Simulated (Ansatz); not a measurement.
`C[SiH2]C=N` → `CN1C[SiH2]1`  (isomerisation)

Computed with Ansatz on PBE0-D4/def2-TZVP structures; ΔE is electronic, products minus reactants. CCSD(T)/CBS adds triple-zeta CCSD(T) − MP2 to the extrapolated MP2 energy (def2 sets, frozen cores). Functionals use def2-TZVPP. B3LYP here is the variant with VWN-RPA as its local correlation; programs differ in this. Each species was taken in one conformer, which may not be the lowest.

```csv
level,ΔE (kJ/mol),difference from CCSD(T)/CBS
LDA (SPW92),38.5,-38.1
PBE-D4,65.5,-11.1
revPBE-D4,68.2,-8.4
BLYP-D4,82.5,5.9
r2SCAN-D4,67.9,-8.7
B97M-V,70.4,-6.2
PBE0-D4,62.3,-14.3
B3LYP-D4,78.1,1.5
r2SCANh-D4,66.3,-10.3
r2SCAN0-D4,63.9,-12.7
BHLYP-D4,76.9,0.3
CAM-B3LYP-D4,72.3,-4.3
ωB97X-V,68.2,-8.4
ωB97M-V,72.4,-4.2
B2PLYP,77.4,0.8
PBE-QIDH,61.8,-14.8
PBE,66.7,-9.9
revPBE,75.2,-1.4
BLYP,85.8,9.2
r2SCAN,68.0,-8.6
PBE0,63.2,-13.4
B3LYP,80.1,3.5
r2SCAN0,64.0,-12.6
BHLYP,77.8,1.2
CAM-B3LYP,73.1,-3.5
LC-ωPBE,59.1,-17.5
RPA@PBE/def2-TZVPP,80.5,3.9
HF/def2-SVP,90.2,13.6
MP2/def2-SVP,68.4,-8.2
CCSD/def2-SVP,77.8,1.2
CCSD(T)/def2-SVP,78.3,1.7
HF/def2-TZVPP,94.9,18.3
SCS-MP2/def2-TZVPP,75.0,-1.6
CCSD/def2-TZVPP,79.7,3.1
CCSD(T)/def2-TZVPP,79.4,2.8
HF/def2-QZVPP,93.8,17.2
SCS-MP2/def2-QZVPP,73.4,-3.2
HF/CBS(def2),93.7,17.1
MP2/CBS(def2),63.9,-12.7
CCSD/CBS(def2),76.8,0.2
CCSD(T)/CBS,76.6,0
```

Largest T1 diagnostic among the species: 0.012.

From PBE to PBE0 (25 % exact exchange), in def2-TZVPP and without D4, ΔE moves by −3.5 kJ/mol. Leaving LDA and LC-ωPBE aside and taking each functional with its dispersion term where it has one, the values spread over 20.7 kJ/mol, from PBE-QIDH to BLYP-D4. LDA lies −28.2 kJ/mol from PBE without D4.
